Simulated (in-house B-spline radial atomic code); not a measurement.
Configurations of Tm⁵⁺, with energies counted from [Kr] 4d10 4f11 5s2 5p5. Level of theory: scalar-relativistic (X2C) B3LYP, spin-polarised, spherical fractional occupations, Fermi nucleus of rms radius 5.2256 fm; calculated with a B-spline radial code for spherical atoms. Shells without spins written out take the highest spin.

Caution: exact exchange at fractional occupations of open shells leaves self-interaction of up to several eV.

Occupations are held fixed; configurations that lie above the ionisation limit could autoionise.

```tsv
configuration	E - E(ref) (eV)	highest orbital	its <r> (bohr)
[Kr] 4d10 4f10 5s2 5p5 6s1	31.377	6s up	2.45
[Kr] 4d10 4f(7 up, 4 down) 5s2 5p(2 up, 2 down) 6s(0 up, 1 down)	46.817	6s down	2.486
[Kr] 4d10 4f10 5s2 5p5 5f1	51.999	5f up	2.813
[Kr] 4d10 4f(6 up, 5 down) 5s2 5p(2 up, 2 down) 6f(0 up, 1 down)	82.119	6f down	5.109
[Kr] 4d9 4f11 5s2 5p6	161.43	4f down	0.6877
[Kr] 4d(4 up, 5 down) 4f(7 up, 5 down) 5s2 5p(2 up, 3 down)	178.16	4f down	0.7006
[Kr] 4d9 4f11 5s2 5p5 5d1	199.4	5d up	1.688
[Kr] 4d9 4f11 5s2 5p5 6p1	217.29	6p up	2.797
```

Problem. Order these further configurations by energy, lowest first.
A. [Kr] 4d10 4f(5 up, 6 down) 5s2 5p(3 up, 2 down)
B. [Kr] 4d9 4f11 5s2 5p5 5f1
C. [Kr] 4d9 4f11 5s2 5p5 6s1
D. [Kr] 4d9 4f12 5s2 5p5
E. [Kr] 4d9 4f11 5s2 5p5 6f1

Solution. A (4.612 eV), D (174.8 eV), C (207.93 eV), B (228.58 eV), E (239.84 eV).

Problem. How far above the reference does [Kr] 4d(4 up, 5 down) 4f(5 up, 6 down) 5s2 5p6 lie?

Solution. 166.93 eV; its least bound orbital is 4f up with <r> = 0.6821 bohr.

Problem. How far above the reference does [Kr] 4d10 4f(7 up, 4 down) 5s2 5p(2 up, 3 down) lie?

Solution. 0.98716 eV; its least bound orbital is 4f down with <r> = 0.7123 bohr.

Problem. How far above the reference does [Kr] 4d10 4f11 5s2 5p4 6f1 lie?

Solution. 74.616 eV; its least bound orbital is 6f up with <r> = 5.069 bohr.
